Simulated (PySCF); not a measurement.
Al₂GeH₅N, AlBGeH₅, Al₂GeH₃N, AlBGeH₃N (calculated)

Computed with PySCF 2.14.0. Calculation on a computer-drawn molecule: the log of a Hartree-Fock and frozen-core CCSD(T) single point meant for a local Hartree-Fock minimum, with one planted fault or none, to be diagnosed. Offsets are logged minus clean, where the clean run is the same molecule without the fault. The reference is restricted for singlets and unrestricted otherwise, and also for a bond in bohr or an excited solution. Adding or removing an electron swaps singlet and doublet. The excited solution moves the top pair (singlet) or top alpha electron (doublet) to the lowest empty orbital. Highest occupied and lowest empty are orbital energies over both spins, largest force is the largest gradient component, triples share is (T) over the correlation energy, the T1 limit is 0.02 restricted and 0.045 unrestricted, electrons count all cores, a negative frequency is imaginary (commonest isotopes), and the dipole is about the centre of nuclear charge; on germanium a core potential holds 10 electrons, which the energies leave out, and 3d is frozen in MP2 and coupled-cluster steps.

Common to all runs: meant charge 0; meant basis cc-pV(D+d)Z; meant basis and core potential on germanium cc-pVDZ-PP ECP10MDF; logged SCF converged yes; possible faults no fault, one electron removed, one electron added, multiplicity raised by two, geometry at a saddle point, SCF held on an excited solution, minimal basis STO-3G, one bond length entered in bohr, all coordinates scaled.

(1) Al₂GeH₅N

Logged structure:
```xyz
9
Al2GeH5N
Al     0.2594     0.9843     0.1466
N     -0.3938     0.9678    -1.3319
Ge    -1.1276     0.9260    -2.9854
Al    -1.7443    -1.4207    -3.6408
H      0.8863     0.9924     1.5678
H     -0.1438     1.5344    -4.0153
H     -2.3726     1.8461    -3.0341
H     -2.4095    -1.7633    -5.0432
H     -1.4814    -2.6402    -2.6562
```

* meant multiplicity: 1
* logged electrons: 69
* logged basis functions: 108
* logged spin squared: 0.7701
* logged highest occupied: -13.8 eV
* logged lowest empty: -5.4237 eV
* logged largest force: 0.070269 hartree/bohr
* logged T1 diagnostic: 0.055828
* logged D1 diagnostic: 0.32163
* logged triples share: 0.029807
* logged CC converged: yes
* logged dipole magnitude: 8.9222 debye
* logged SCF stable within its kind: yes
* logged energy HF: -834.28069 hartree
* logged energy CCSD(T): -834.69065 hartree
* planted fault: one electron removed
* HF energy offset from clean run: 151 kcal/mol
* CCSD(T) energy offset from clean run: 178.9 kcal/mol

Drawn bonds:
```tsv
atom	other atom	order
1	2	2
2	3	1
3	4	1
1	5	1
3	6	1
3	7	1
4	8	1
4	9	1
```

Notes: T1 above single-reference limit.

(2) Al₂GeH₅N

Logged structure:
```xyz
9
Al2GeH5N
Al     0.2631     0.9981     0.1486
N     -0.3993     0.9813    -1.3506
Ge    -1.1434     0.9390    -3.0272
Al    -1.7687    -1.4406    -3.6917
H      0.8987     1.0063     1.5898
H     -0.1458     1.5559    -4.0715
H     -2.4058     1.8720    -3.0766
H     -2.4432    -1.7880    -5.1138
H     -1.5022    -2.6772    -2.6934
```

- meant multiplicity: 1
- logged electrons: 70
- logged basis functions: 108
- logged spin squared: 0
- logged highest occupied: -8.2316 eV
- logged lowest empty: 1.13 eV
- logged largest force: 0.013094 hartree/bohr
- logged T1 diagnostic: 0.023642
- logged D1 diagnostic: 0.065955
- logged triples share: 0.036275
- logged CC converged: yes
- logged dipole magnitude: 4.2646 debye
- logged SCF stable within its kind: yes
- logged energy HF: -834.51968 hartree
- logged energy CCSD(T): -834.97667 hartree
- planted fault: all coordinates scaled, by +1.4 %
- HF energy offset from clean run: 1.059 kcal/mol
- CCSD(T) energy offset from clean run: -0.5744 kcal/mol

Drawn bonds:
```tsv
atom	other atom	order
1	2	2
2	3	1
3	4	1
1	5	1
3	6	1
3	7	1
4	8	1
4	9	1
```

Notes: T1 above single-reference limit.

(3) AlBGeH₅

Logged structure:
```xyz
8
AlBGeH5
Al    -2.7484    -0.2415     0.7519
B     -1.3004     1.2105     0.5456
Ge     0.6446     0.9732     1.1133
H     -3.1804    -1.3254    -0.2679
H     -1.6032     2.2960     0.2197
H      1.5517     1.3170    -0.0298
H      0.9822     1.8819     2.2565
H      0.9781    -0.4249     1.5423
```

* meant multiplicity: 2
* logged electrons: 55
* logged basis functions: 85
* logged spin squared: 0.8186
* logged highest occupied: -7.7338 eV
* logged lowest empty: 0.64819 eV
* logged largest force: 0.01444 hartree/bohr
* logged T1 diagnostic: 0.032052
* logged D1 diagnostic: 0.14663
* logged triples share: 0.027896
* logged CC converged: yes
* logged dipole magnitude: 1.0961 debye
* logged SCF stable within its kind: yes
* logged energy HF: -562.80616 hartree
* logged energy CCSD(T): -563.09698 hartree
* planted fault: all coordinates scaled, by -2.5 %
* HF energy offset from clean run: 2.317 kcal/mol
* CCSD(T) energy offset from clean run: 2.5 kcal/mol

Drawn bonds:
```tsv
atom	other atom	order
1	2	1
2	3	1
1	4	1
2	5	1
3	6	1
3	7	1
3	8	1
```

(4) AlBGeH₅

Logged structure:
```xyz
8
AlBGeH5
Al    -2.8189    -0.2477     0.7712
B     -1.3337     1.2416     0.5596
Ge     0.6611     0.9981     1.1418
H     -3.2619    -1.3594    -0.2747
H     -1.6443     2.3549     0.2253
H      1.5915     1.3508    -0.0306
H      1.0074     1.9302     2.3144
H      1.3075    -1.7117     1.9734
```

- meant multiplicity: 2
- logged electrons: 55
- logged basis functions: 85
- logged spin squared: 1.66
- logged highest occupied: -7.8124 eV
- logged lowest empty: 0.55082 eV
- logged largest force: 0.0086669 hartree/bohr
- logged T1 diagnostic: 0.059374
- logged D1 diagnostic: 0.2094
- logged triples share: 0.038862
- logged CC converged: yes
- logged dipole magnitude: 1.3567 debye
- logged SCF stable within its kind: yes
- logged energy HF: -562.70827 hartree
- logged energy CCSD(T): -562.98787 hartree
- planted fault: one bond length entered in bohr, row 7 of the drawn bonds
- HF energy offset from clean run: 63.74 kcal/mol
- CCSD(T) energy offset from clean run: 70.97 kcal/mol

Drawn bonds:
```tsv
atom	other atom	order
1	2	1
2	3	1
1	4	1
2	5	1
3	6	1
3	7	1
3	8	1
```

Notes: T1 above single-reference limit.

(5) Al₂GeH₃N

Logged structure:
```xyz
7
Al2GeH3N
Al    -3.4072     3.0870    -0.0160
Al    -1.7185     0.8634    -0.4001
N     -0.7375    -0.4245    -0.6204
Ge     0.3404    -1.8350    -0.8593
H      1.7417    -1.5987    -0.2546
H      0.5448    -2.1572    -2.3558
H     -0.2246    -3.1113    -0.1980
```

* meant multiplicity: 1
* logged electrons: 69
* logged basis functions: 98
* logged spin squared: 0.9081
* logged highest occupied: -1.6733 eV
* logged lowest empty: 4.3392 eV
* logged largest force: 0.027969 hartree/bohr
* logged T1 diagnostic: 0.043356
* logged D1 diagnostic: 0.17279
* logged triples share: 0.039576
* logged CC converged: yes
* logged dipole magnitude: 7.6546 debye
* logged SCF stable within its kind: yes
* logged energy HF: -833.39731 hartree
* logged energy CCSD(T): -833.8333 hartree
* planted fault: one electron added
* HF energy offset from clean run: -25.34 kcal/mol
* CCSD(T) energy offset from clean run: -28.57 kcal/mol

Drawn bonds:
```tsv
atom	other atom	order
1	2	1
2	3	2
3	4	1
4	5	1
4	6	1
4	7	1
```

(6) AlBGeH₃N

Logged structure:
```xyz
7
AlBGeH3N
Al     0.1135     1.4825     2.6958
B      0.8236    -0.1439     1.3468
N      1.2216    -1.0558     0.5905
Ge     1.7989    -2.3785    -0.5061
H      1.1435    -3.6995    -0.0952
H      1.4169    -2.0426    -1.9498
H      3.3204    -2.5028    -0.3928
```

* meant multiplicity: 1
* logged electrons: 60
* logged basis functions: 89
* logged spin squared: 0
* logged highest occupied: -5.3201 eV
* logged lowest empty: -2.7222 eV
* logged largest force: 0.031571 hartree/bohr
* logged dipole magnitude: 2.5592 debye
* logged SCF stable within its kind: no
* logged energy HF: -615.94514 hartree
* planted fault: SCF held on an excited solution
* HF energy offset from clean run: 140.4 kcal/mol

Drawn bonds:
```tsv
atom	other atom	order
1	2	1
2	3	2
3	4	1
4	5	1
4	6	1
4	7	1
```

Notes: coupled-cluster numbers left out as unreliable.
